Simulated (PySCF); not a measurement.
C₆H₁₁F.
SMILES: `CC[C@@H]1CC[C@@H]1F`

All values: PBE0/def2-SVPD (PySCF, non-relativistic), on one gas-phase PBE0-D3(BJ)/def2-SVP geometry that isn't relaxed in the solvent. The solvent is an IEF-PCM continuum (Bondi radii, 1.10 Å for H, scaled by 1.2), and excitations are vertical TDDFT with non-equilibrium linear response and a frozen core. The model holds no explicit solvent molecules, cavitation or dispersion.

Gas-phase singlets (H = HOMO, L = LUMO):

```csv
state,E (eV),λ (nm),f,leading configurations
S1,7.970,156,0.016,H→L 93%
S2,8.069,154,0.024,H-1→L 94%
S3,8.306,149,0.027,H→L+1 92%
S4,8.364,148,0.012,H-1→L+1 94%
S5,8.538,145,0.004,H→L+2 92%
```

Task: What are the lowest 5 singlets in acetone (ε = 20.49)?

Result: 
```csv
state,E (eV),λ (nm),f,leading configurations,change by rank (eV)
S1,7.984,155,0.013,H→L 94%,+0.014
S2,8.074,154,0.030,H-1→L 92%,+0.005
S3,8.367,148,0.053,H→L+1 90%,+0.061
S4,8.397,148,0.007,H-1→L+1 90%,+0.033
S5,8.541,145,0.010,H→L+2 89%,+0.003
```

Task: What are the lowest 5 singlets in methanol (ε = 32.61)?

Result: 
```
state  E (eV)  λ (nm)      f  leading configurations  change by rank (eV)
   S1   7.984     155  0.013                 H→L 94%               +0.014
   S2   8.074     154  0.030               H-1→L 92%               +0.005
   S3   8.371     148  0.052               H→L+1 90%               +0.065
   S4   8.399     148  0.007             H-1→L+1 91%               +0.035
   S5   8.542     145  0.010               H→L+2 89%               +0.004
```

Task: The ground-state energy changes by -0.104 eV from gas to methanol. By how much does the total energy of gas-phase S3 change?

Result: E(S3) = E(S0) + excitation energy, so it changes by -0.104 + 0.065 = -0.039 eV: it is lowered less than the ground state, which is what a blue shift means. This is the vertical state, with the slow part of the continuum still set for S0.

Task: How do the frontier levels move from gas to methanol?

Result: 
```csv
orbital,gas (eV),solvent (eV),change (eV)
LUMO+2,1.23,1.40,+0.17
LUMO+1,1.05,1.23,+0.18
LUMO,0.75,0.91,+0.16
HOMO,-8.41,-8.28,+0.13
HOMO-1,-8.51,-8.35,+0.16
HOMO-2,-9.05,-8.87,+0.18
HOMO-3,-9.45,-9.32,+0.13
```

The HOMO–LUMO gap goes from 9.16 to 9.20 eV. Rows go by rank; for LUMO, LUMO+1 and LUMO+2 the atom shares or the degeneracy differ between the runs, so the row needn't follow one orbital.

Time: 35 s; peak memory 0.99 GiB. Hardware: Intel Xeon Platinum 8488C, one thread (shared host). This is the whole response run at PBE0/def2-SVPD in methanol, SCF included.

Shape of the structure used: `[CH3:1][CH2:2][C@@H:3]1[CH2:4][CH2:5][C@@H:6]1[F:7]`: C1–C2–C3–C4 176°.
